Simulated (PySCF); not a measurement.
Can point charges reproduce the dipole moment of `COc1nsc(F)n1`?

Coordinates (GFN2-xTB, Å) and charges (e) from the PBE0/pcSseg-1 density (PySCF):

| atom | x | y | z | Mulliken | IAO | Hirshfeld | ESP-fitted |
| --- | --- | --- | --- | --- | --- | --- | --- |
| C1 | 1.907 | 0.269 | -0.119 | -0.0220 | -0.2098 | -0.0299 | +0.0204 |
| O2 | 1.101 | -0.874 | 0.133 | -0.4397 | -0.3044 | -0.0975 | -0.4407 |
| C3 | -0.199 | -0.676 | 0.137 | +0.6177 | +0.4065 | +0.1675 | +0.9022 |
| N4 | -1.015 | -1.674 | 0.357 | -0.5347 | -0.5222 | -0.2420 | -0.5799 |
| S5 | -2.562 | -1.157 | 0.308 | +0.3646 | +0.4732 | +0.1664 | +0.1896 |
| C6 | -2.014 | 0.456 | -0.024 | +0.3138 | +0.2739 | +0.1279 | +0.2924 |
| F7 | -2.838 | 1.462 | -0.193 | -0.2081 | -0.2176 | -0.0495 | -0.0962 |
| N8 | -0.733 | 0.558 | -0.085 | -0.4661 | -0.3700 | -0.1964 | -0.5155 |
| H9 | 1.683 | 0.691 | -1.100 | +0.1181 | +0.1515 | +0.0468 | +0.0575 |
| H10 | 2.934 | -0.085 | -0.084 | +0.1380 | +0.1674 | +0.0597 | +0.1128 |
| H11 | 1.743 | 1.033 | 0.643 | +0.1182 | +0.1516 | +0.0468 | +0.0574 |

Question: What dipole does each set of charges give (1 e·Å = 4.803 D), and what does the density give?

Answer: The full density gives (0.32, 1.55, -0.32) D, 1.61 D in size; dipole vectors point from the negative to the positive end.

```json
{"scheme": "Mulliken", "μx": "0.33", "μy": "0.98", "μz": "-0.21", "size (D)": "1.06", "share of the full size (%)": "66", "angle to the full dipole (°)": "7"}
{"scheme": "IAO", "μx": "-0.72", "μy": "0.52", "μz": "-0.08", "size (D)": "0.90", "share of the full size (%)": "56", "angle to the full dipole (°)": "65"}
{"scheme": "Hirshfeld", "μx": "-0.08", "μy": "0.62", "μz": "-0.12", "size (D)": "0.63", "share of the full size (%)": "39", "angle to the full dipole (°)": "18"}
{"scheme": "ESP-fitted", "μx": "0.32", "μy": "1.57", "μz": "-0.32", "size (D)": "1.63", "share of the full size (%)": "101", "angle to the full dipole (°)": "0"}
```

Question: Which set comes closest?

Answer: Length of the difference vector: ESP-fitted 0.02 D, Mulliken 0.57 D, Hirshfeld 1.03 D, IAO 1.48 D. Closest: ESP-fitted. 

Question: What is left for the Hirshfeld atoms' own dipoles?

Answer: The shares of the density sum to the whole, so what Σ q r misses lies in dipoles about the nuclei. The atomic dipoles sum to (0.32, 1.55, -0.32) − (-0.08, 0.62, -0.12) = (0.40, 0.93, -0.20) D, 1.03 D in size.

Question: With the origin at the mean of the coordinates, (0.000, 0.000, -0.002) Å, which are the largest single terms, by size, of the Mulliken dipole along the direction of the full one?

Answer: N4 +4.83, S5 -2.94, C3 -2.12, O2 +1.37, N8 -0.91 D; all 11 atoms together +1.05 D. The single terms depend on the origin, their sum doesn't.

Question: Give the size of the full dipole in other units.

Answer: 1.61 D = 0.634 au = 0.335 e·Å = 5.37 × 10⁻³⁰ C·m.

Isolated species at its GFN2-xTB geometry (one conformer only).

Conformer computed: `[CH3:1][O:2][c:3]1[n:4][s:5][c:6]([F:7])[n:8]1`: C1–O2–C3–N4 180°.
